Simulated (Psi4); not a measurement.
Psi4 input (wB97X-D/6-31G*):

```
memory 1500 MB

molecule {
0 2
F     2.63514600    0.26894200    0.14483900
C     1.41433700   -0.29099800    0.21315900
C     0.31582600    0.47213500   -0.11947900
C    -0.97167400    0.02872400   -0.09319000
F    -2.01942800    0.76769200   -0.41391000
F    -1.33106000   -1.19629800    0.25670900
H     1.41926100   -1.32074400    0.53390400
H     0.46788900    1.49854600   -0.42557400
symmetry c1
no_reorient
no_com
}

set {
  basis 6-31G*
  reference uks
  scf_type pk
  dft_radial_points 99
  dft_spherical_points 590
  e_convergence 1e-8
  d_convergence 1e-7
  maxiter 150
}

e = energy('wb97x-d')
print_out(f'\nFINAL {e:.10f} DIPOLE {variable("CURRENT DIPOLE")[0]:.6f} {variable("CURRENT DIPOLE")[1]:.6f} {variable("CURRENT DIPOLE")[2]:.6f}\n')
```

Output:

```
   => Loading Basis Set <=

    Name: 6-31G*
    Role: ORBITAL
    Keyword: BASIS
    atoms 1, 5-6 entry F          line   162 file 6-31gs.gbs
    atoms 2-4    entry C          line   111 file 6-31gs.gbs
    atoms 7-8    entry H          line    44 file 6-31gs.gbs

   => WB97X-D: Empirical Dispersion <=

    Chai and Head-Gordon Dispersion Correction
    Chai, J.-D.; Head-Gordon, M. (2010), J. Chem. Phys., 132: 6615-6620

        s6 =       1.000000

         ---------------------------------------------------------
                                   SCF
               by Justin Turney, Rob Parrish, Andy Simmonett
                          and Daniel G. A. Smith
                              UKS Reference
         ---------------------------------------------------------

  ==> Geometry <==

    Molecular point group: c1
    Full point group: C1

    Geometry (in Angstrom), charge = 0, multiplicity = 2:

       Center              X                  Y                   Z               Mass
    ------------   -----------------  -----------------  -----------------  -----------------
         F            2.635146000000     0.268942000000     0.144839000000    18.998403162730
         C            1.414337000000    -0.290998000000     0.213159000000    12.000000000000
         C            0.315826000000     0.472135000000    -0.119479000000    12.000000000000
         C           -0.971674000000     0.028724000000    -0.093190000000    12.000000000000
         F           -2.019428000000     0.767692000000    -0.413910000000    18.998403162730
         F           -1.331060000000    -1.196298000000     0.256709000000    18.998403162730
         H            1.419261000000    -1.320744000000     0.533904000000     1.007825032230
         H            0.467889000000     1.498546000000    -0.425574000000     1.007825032230

  Running in c1 symmetry.

  Rotational constants: A =      0.32599  B =      0.05940  C =      0.05024 [cm^-1]
  Rotational constants: A =   9772.90918  B =   1780.69816  C =   1506.24829 [MHz]
  Nuclear repulsion =  222.810776863105787

  Charge       = 0
  Multiplicity = 2
  Electrons    = 47
  Nalpha       = 24
  Nbeta        = 23

  ==> Algorithm <==

  SCF Algorithm Type is PK.
  DIIS enabled.
  MOM disabled.
  Fractional occupation disabled.
  Guess Type is SAD.
[...]
      67A      1.922375    68A      1.970979    69A      2.017909
      70A      2.048856    71A      2.064017    72A      2.064998
      73A      2.072143    74A      2.130985    75A      2.288736
      76A      2.296470    77A      2.299755    78A      2.416705
      79A      2.533418    80A      2.609316    81A      2.632545
      82A      2.686058    83A      2.854872    84A      2.939261
      85A      3.116527    86A      3.128815    87A      3.207826
      88A      3.299122    89A      4.156647    90A      4.205730
      91A      4.318276    92A      4.554788    93A      4.835470
      94A      5.399948

    Beta Occupied:

       1A    -24.873001     2A    -24.871272     3A    -24.838385
       4A    -10.464264     5A    -10.381079     6A    -10.330183
       7A     -1.391323     8A     -1.334201     9A     -1.321543
      10A     -0.915467    11A     -0.776529    12A     -0.714071
      13A     -0.670712    14A     -0.645695    15A     -0.604715
      16A     -0.597857    17A     -0.557379    18A     -0.534424
      19A     -0.529609    20A     -0.519765    21A     -0.510218
      22A     -0.461938    23A     -0.372280

    Beta Virtual:

      24A      0.014363    25A      0.162819    26A      0.176473
      27A      0.219177    28A      0.236451    29A      0.273139
      30A      0.303538    31A      0.458528    32A      0.476219
      33A      0.594498    34A      0.600876    35A      0.608334
      36A      0.661405    37A      0.677042    38A      0.687487
      39A      0.704714    40A      0.729728    41A      0.874429
      42A      0.925808    43A      0.957919    44A      1.017735
      45A      1.084615    46A      1.139385    47A      1.216159
      48A      1.247825    49A      1.279822    50A      1.309239
      51A      1.317236    52A      1.342328    53A      1.422172
      54A      1.443933    55A      1.451236    56A      1.487475
      57A      1.545550    58A      1.553941    59A      1.646049
      60A      1.656243    61A      1.752530    62A      1.859598
      63A      1.868056    64A      1.879499    65A      1.915917
      66A      1.921913    67A      1.924680    68A      1.976277
      69A      2.019017    70A      2.052815    71A      2.068542
      72A      2.070310    73A      2.080187    74A      2.147230
      75A      2.301952    76A      2.312204    77A      2.314934
      78A      2.426713    79A      2.556987    80A      2.617179
      81A      2.653099    82A      2.704493    83A      2.861378
      84A      2.944754    85A      3.124634    86A      3.136593
      87A      3.213922    88A      3.305251    89A      4.163497
      90A      4.225959    91A      4.318983    92A      4.565873
      93A      4.847423    94A      5.401220

    Final Occupation by Irrep:
              A
    DOCC [    23 ]
    SOCC [     1 ]
    NA   [    24 ]
    NB   [    23 ]

  @UKS Final Energy:  -414.83606568822506

   => Energetics <=

    Nuclear Repulsion Energy =            222.8107768631057866
    One-Electron Energy =               -1015.2322626551575695
    Two-Electron Energy =                 411.5554133118446885
    DFT Exchange-Correlation Energy =     -33.9679678634440947
    Empirical Dispersion Energy =          -0.0020253445739556
    VV10 Nonlocal Energy =                  0.0000000000000000
    Total Energy =                       -414.8360656882250623

  UHF NO Occupations:
  HONO-2 :   22  A 1.9994351
  HONO-1 :   23  A 1.9838213
  HONO-0 :   24  A 1.0000000
  LUNO+0 :   25  A 0.0161787
  LUNO+1 :   26  A 0.0005649
  LUNO+2 :   27  A 0.0003971
  LUNO+3 :   28  A 0.0001408

Computation Completed

Properties will be evaluated at   0.000000,   0.000000,   0.000000 [a0]

Properties computed using the SCF density matrix

 Multipole Moments:

 ------------------------------------------------------------------------------------
     Multipole            Electronic (a.u.)      Nuclear  (a.u.)        Total (a.u.)
 ------------------------------------------------------------------------------------

 L = 1.  Multiply by 2.5417464519 to convert [e a0] to [Debye]
 Dipole X            :         -0.0319923            0.0000113           -0.0319810
 Dipole Y            :         -0.0411697           -0.0000151           -0.0411849
 Dipole Z            :          0.0100155            0.0000227            0.0100381
 Magnitude           :                                                    0.0531012

 ------------------------------------------------------------------------------------

FINAL -414.8360656882 DIPOLE -0.031981 -0.041185 0.010038

*** Psi4 exiting successfully. Buy a developer a beer!
```

The geometry given is a B3LYP-D3(BJ)/def2-TZVP minimum.
